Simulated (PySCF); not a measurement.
Cartesian coordinates in Å; atom numbers follow the order of the lines, from 1:
```xyz
13

O    -1.1297    1.3539    0.4719
Si   -2.0371    0.0348    0.0184
O    -0.9399   -1.0970   -0.4446
Si    0.7020   -1.3999   -0.3541
Si    1.9357    0.5525    0.0796
H    -1.5590    2.1974    0.6359
H    -2.8445   -0.4812    1.1606
H    -2.9315    0.3617   -1.1284
H     0.9559   -2.4141    0.7167
H     1.1289   -1.9958   -1.6561
H     3.3863    0.1916   -0.0484
H     1.6340    1.6163   -0.9243
H     1.7054    1.0646    1.4624
```

Geometry: PBE0-D3(BJ)/def2-SVP; GIAO absolute shieldings from PySCF 2.14, gas phase, non-relativistic, averaged over equivalent atoms.

At OPBE/pcSseg-1 (146 basis functions, 17 s wall time on 1 thread of an Arm Neoverse V2, shared host):
```csv
atoms,σ (ppm)
O1,289.4
O3,301.0
Si4,381.0
Si2,386.8
Si5,461.5
H9/H10,25.59
H7/H8,25.88
H11/H12/H13,27.63
H6,30.46
```

Estimate the result of repeating the calculation with BLYP/pcSseg-1.

## Answers


| atoms | σ at BLYP/pcSseg-1 | change |
| --- | --- | --- |
| O1 | 284.4 | -5.0 |
| O3 | 288.1 | -12.9 |
| Si4 | 350.7 | -30.3 |
| Si2 | 361.0 | -25.8 |
| Si5 | 429.7 | -31.8 |
| H9/H10 | 25.83 | +0.24 |
| H7/H8 | 26.04 | +0.16 |
| H11/H12/H13 | 27.86 | +0.23 |
| H6 | 30.56 | +0.10 |

The largest change is at Si5 (silicon bonded to Si, 3 H). Cost: 146 basis functions, 17 s wall time on 1 thread of an Arm Neoverse V2, shared host.
